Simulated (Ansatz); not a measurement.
Calculated with Ansatz (gas phase, PBE0-D4/def2-TZVP geometries, no zero-point term in ΔE). CCSD(T)/CBS adds triple-zeta CCSD(T) − MP2 to the extrapolated MP2 energy (def2 sets, frozen cores). This one scheme is used for every species. DFT in def2-TZVPP. Triplets are unrestricted, without spin–orbit coupling. For Ga outer-core shells are correlated without core-valence functions, which leaves a few kJ/mol of doubt a bond. Scalar relativity is left out up to krypton.

Reaction (formal loss of a carbene): `[CH3][GaH][CH3]` → `[CH2]` (triplet) + `[CH3][GaH2]`

```json
{"level": "revPBE-D4", "ΔE (kJ/mol)": "459.3"}
{"level": "B97M-V", "ΔE (kJ/mol)": "460.7"}
{"level": "PBE0-D4", "ΔE (kJ/mol)": "465.5"}
{"level": "r2SCAN0-D4", "ΔE (kJ/mol)": "442.4"}
{"level": "BHLYP-D4", "ΔE (kJ/mol)": "447.9"}
{"level": "revPBE", "ΔE (kJ/mol)": "445.6"}
{"level": "BHLYP", "ΔE (kJ/mol)": "441.0"}
{"level": "CCSD(T)/def2-SVP", "ΔE (kJ/mol)": "441.7"}
```

(1) What does CCSD(T)/CBS give? (Estimate.)

Largest T1 diagnostic among the species: 0.012.

## Answers

(1) Computed: +473.0 kJ/mol. The listed levels differ from it by -13.7, -12.3, -7.5, -30.6, -25.1, -27.4, -32.0, -31.3 kJ/mol.

Leaving LDA and LC-ωPBE aside and taking each functional with its dispersion term where it has one, the values, not all of them listed here, spread over 34.2 kJ/mol, from r2SCAN0-D4 to ωB97X-V. LDA lies +68.4 kJ/mol from PBE without D4. From PBE to PBE0 (25 % exact exchange), in def2-TZVPP and without D4, ΔE moves by −8.7 kJ/mol.
